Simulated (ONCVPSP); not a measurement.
cobalt (Co): one change to an ONCV potential, before and after

- Element: Co
- Generator: ONCVPSP 4.0.1
- Type: optimised norm-conserving Vanderbilt (ONCV)
- Functional: PBE
- Relativity: scalar-relativistic
- Frozen core: [Ne] 3s2
- Valence charge: 15
- Reference configuration: 3p6 3d7 4s1 (charge +1)
- Partial waves: 4s: rc 1.65 bohr, ncon 3, nbas 6, qcut 5 1/bohr, 2 projectors, debl 1.4 Ha; 3p: rc 0.90 bohr, ncon 4, nbas 8, qcut 7.7 1/bohr, 1 projector; 3d: rc 0.85 bohr, ncon 3, nbas 8, qcut 12 1/bohr, 1 projector
- Local potential: polynomial inside 0.80 bohr (lpopt 5, dvloc0 6 Ha)
- Core correction: polynomial model core, fcfact 0.3

Change: d: nbas 6.

Cutoffs: the cutoffs (Ha) at which the residual kinetic energy of the hardest occupied pseudo-wave falls to 1 and 0.1 mHa per electron; they do not see the model core or the augmentation charge, which bear on the density cutoff. Errors are all-electron minus pseudo energies relative to the spin-unpolarised reference configuration.

Problem. Predict the effect on cutoff, ghosts and configuration errors.

Solution. The potential gets softer (233 Ha and 474 Ha → 173 Ha and 290 Ha); both files keep a bound ghost (s); of the 4 tests that both files solve, the error grows in 1 and shrinks in 0 by more than 15 % and 0.3 meV (median size 11.2 → 14.9 meV).

```csv
quantity,base,changed
"cutoff, loose",233 Ha,173 Ha
"cutoff, tight",474 Ha,290 Ha
loose cutoff by channel,"s 8.6 Ha, p 39 Ha, d 233 Ha","s 8.6 Ha, p 39 Ha, d 173 Ha"
bound ghosts,s,s
GHOST(+) flags under 300 eV,none,none
"error for 3p6 3d7 4s2, meV [ΔE -9.03 eV]",-4.5,-4.5
"error for 3p6 3d7 4s0, meV [ΔE 16.79 eV]",-17,-17
"error for 3p6 3d6 4s0, meV [ΔE 52.66 eV]",+5.3,+13
"error for 3p6 3d7 4s0 4p1, meV [ΔE 5.37 eV]",-22,-22
s: phases at 1.68 bohr within 0.05 rad from the reference energy up to (Ha; the scan ends near 5),to the end of the scan,to the end of the scan
p: phases at 0.91 bohr within 0.05 rad from the reference energy up to (Ha; the scan ends near 5),to the end of the scan,to the end of the scan
d: phases at 0.86 bohr within 0.05 rad from the reference energy up to (Ha; the scan ends near 5),to the end of the scan,to the end of the scan
"rms error of d²Exc/dni dnj with the model core, mHa",1.04,1.03
```

 A true bound ghost makes a file unfit for plane-wave use even where its test errors are small: the radial tests pick states by their node count and pass the ghost by.
